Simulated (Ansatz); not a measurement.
Ge(SH)H3 (GeH₄S), relaxed as a singlet with RKS r2SCAN-D4/def2-TZVP in Ansatz, starting from the GFN2-xTB geometry. Force threshold 0.02 eV/Å.

Start:

Cartesian coordinates in Å:
```
Ge 0.163 -0.130 -0.500
S -0.433 1.196 1.143
H -0.640 0.206 2.002
H 0.450 0.734 -1.682
H -0.934 -1.100 -0.831
H 1.395 -0.905 -0.131
```

Question: Estimate the energy that the relaxation releases and the steps that it takes.

Answer: 0.05 eV, in 5 steps; 9.5 s on 4 threads of Intel Xeon Platinum 8259CL on a shared host. No frequencies were taken in this run, so the end may be a saddle point.

Question: Does the start keep its bonding and symmetry?

Answer: By distances, no bond broke or formed. The bond that changes most is Ge1–H4, from 1.49 to 1.53 Å (atoms count from 1). Point group Cs at the start, Cs at the end, both within 0.05 Å.

Question: Predict the relaxed structure.

Answer: 
| atom | x (Å) | y (Å) | z (Å) |
| --- | --- | --- | --- |
| Ge1 | 0.168 | -0.150 | -0.509 |
| S2 | -0.443 | 1.211 | 1.143 |
| H3 | -0.641 | 0.219 | 2.027 |
| H4 | 0.450 | 0.777 | -1.692 |
| H5 | -0.965 | -1.127 | -0.846 |
| H6 | 1.430 | -0.931 | -0.123 |
Bond lengths: 1 × Ge–S 2.23 Å; 3 × Ge–H 1.53 Å; 1 × H–S 1.34 Å.
